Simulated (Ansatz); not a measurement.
`CC(=O)CC(=O)CC(C)C`, relaxed with RKS PBE0-D4/def2-TZVP in Ansatz 0.2.0 from a PBE-D4/def2-SVP geometry. The force threshold is 0.005 eV/Å; the program also tests the step.

Total charge 0; spin multiplicity 1.

Start:

```xyz
24

C    -0.330   -1.424   -3.534
C    -0.676   -1.582   -2.071
O    -1.785   -1.887   -1.666
C     0.458   -1.241   -1.091
C     0.363    0.270   -0.818
O     0.947    1.072   -1.529
C    -0.536    0.668    0.335
C     0.156    0.525    1.715
C     1.346    1.483    1.848
C    -0.862    0.733    2.842
H     0.177   -0.449   -3.693
H    -1.239   -1.504   -4.157
H     0.397   -2.209   -3.834
H     0.300   -1.825   -0.165
H     1.448   -1.452   -1.536
H    -0.846    1.722    0.182
H    -1.438    0.019    0.308
H     0.539   -0.519    1.794
H     1.005    2.539    1.804
H     2.089    1.345    1.037
H     1.866    1.338    2.816
H    -1.296    1.754    2.798
H    -1.698    0.008    2.778
H    -0.384    0.615    3.836
```

**Question.** How much energy does the relaxation release, and in how many steps? (Estimate.)

**Answer.** Ansatz gave: 10.67 kJ/mol, in 15 steps, 2 of them rejected.

**Question.** Which bonds change most? (Estimate.)

**Answer.** Computed: C8–H18 from 1.115 to 1.097 Å; C1–H11 from 1.111 to 1.094 Å; C1–H12 from 1.105 to 1.088 Å; C9–H19 from 1.111 to 1.094 Å.

**Question.** Give the relaxed structure. (Best estimate.)

**Answer.** Ansatz gave: 
```xyz
24

C    -0.323   -1.435   -3.493
C    -0.609   -1.591   -2.030
O    -1.658   -1.999   -1.600
C     0.502   -1.151   -1.087
C     0.304    0.337   -0.828
O     0.805    1.156   -1.558
C    -0.572    0.699    0.336
C     0.117    0.493    1.692
C     1.358    1.362    1.824
C    -0.870    0.770    2.817
H     0.085   -0.439   -3.687
H    -1.225   -1.607   -4.077
H     0.448   -2.154   -3.787
H     0.411   -1.726   -0.166
H     1.480   -1.290   -1.546
H    -0.865    1.746    0.226
H    -1.471    0.072    0.293
H     0.422   -0.558    1.765
H     1.096    2.422    1.755
H     2.091    1.156    1.041
H     1.843    1.200    2.790
H    -1.214    1.808    2.782
H    -1.748    0.123    2.747
H    -0.406    0.606    3.792
```
